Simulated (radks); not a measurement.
The numbers below are computed, except where a source is named.
Species: neutral potassium. Configuration: [Ar] 4s1 (the NIST ground configuration).

Level of theory: Dirac Kohn-Sham, PBEsol, spin-unpolarised, spherical densities, finite nucleus; Fermi nuclear charge, rms radius 3.4349 fm (a radial shooting solver on a logarithmic mesh with Libxc functionals).

Energy parts (Ry):
| part | energy |
|---|---|
| total | -1202.57391 |
| kinetic | 1210.71613 |
| electron-nucleus | -2864.87238 |
| Hartree | 516.66324 |
| exchange-correlation | -65.08090 |

Orbitals (lengths in bohr, moments of r in powers of bohr; r(max) is where P^2 peaks):
orbital  occ.  eigenvalue (Ry)     <r^2>   r(max)      <r>      <r^4>
1s1/2       2        -258.4762  0.008853  0.05307  0.08112  0.0002021
2s1/2       2        -25.93054    0.1786   0.3185   0.3880    0.05691
2p1/2       2        -20.70949    0.1513   0.2614   0.3492    0.04818
2p3/2       4        -20.49734    0.1533   0.2634   0.3516    0.04936
3s1/2       2         -2.59182     1.868    1.077    1.270      5.809
3p1/2       2         -1.39455     2.431    1.152    1.429      10.94
3p3/2       4         -1.37488     2.462    1.159    1.438      11.23
4s1/2       1         -0.16914     29.15    4.208    5.025       1423

The highest occupied level is 4s1/2 at -2.301 eV. The electron density at the nucleus is 5176 e/bohr^3.
